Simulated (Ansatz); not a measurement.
Basis sets compared for K2S. The state is a singlet with charge 0. Geometry r2SCAN-D4/def2-TZVP. Ansatz on 4 threads of Arm Neoverse V1 on a shared host; times are rough, and most runs start from earlier orbitals.

```xyz
3

K     1.166   -2.448   -0.412
K    -1.162    2.447    0.433
S    -0.004    0.002   -0.021
```

The structure comes from a short search, and lower isomers may exist.

Binding counts from free atoms (K doublet, S triplet) in the same basis, without a counterpoise term.

```csv
level,functions,energy (Eh),HOMO (eV),LUMO (eV),binding per atom (eV),wall time
PBE-D4/def2-SVP,66,-1597.2025,-2.21,-1.36,1.60,0.65 s
PBE-D4/def2-TZVP,103,-1597.5006,-2.30,-1.28,1.64,1 s
r2SCAN-D4/def2-TZVP (with forces),103,-1598.0068,-2.25,-0.66,1.65,2.4 s
PBE0-D4/def2-SVP,66,-1597.3312,-2.94,-0.83,1.54,0.75 s
PBE0-D4/def2-TZVP,103,-1597.6254,-3.08,-0.75,1.58,1.6 s
```

(1) Estimate the rows for PBE-D4/def2-TZVPD, r2SCAN-D4/def2-TZVPD, PBE0-D4/def2-TZVPD.

## Answers

(1) 
```json
{"level": "PBE-D4/def2-TZVPD", "functions": "118", "energy (Eh)": "-1597.5026", "HOMO (eV)": "-2.37", "LUMO (eV)": "-1.32", "binding per atom (eV)": "1.65", "wall time": "1.3 s"}
{"level": "r2SCAN-D4/def2-TZVPD", "functions": "118", "energy (Eh)": "-1598.0083", "HOMO (eV)": "-2.31", "LUMO (eV)": "-0.70", "binding per atom (eV)": "1.66", "wall time": "2.8 s"}
{"level": "PBE0-D4/def2-TZVPD", "functions": "118", "energy (Eh)": "-1597.6271", "HOMO (eV)": "-3.13", "LUMO (eV)": "-0.80", "binding per atom (eV)": "1.59", "wall time": "1.5 s"}
```
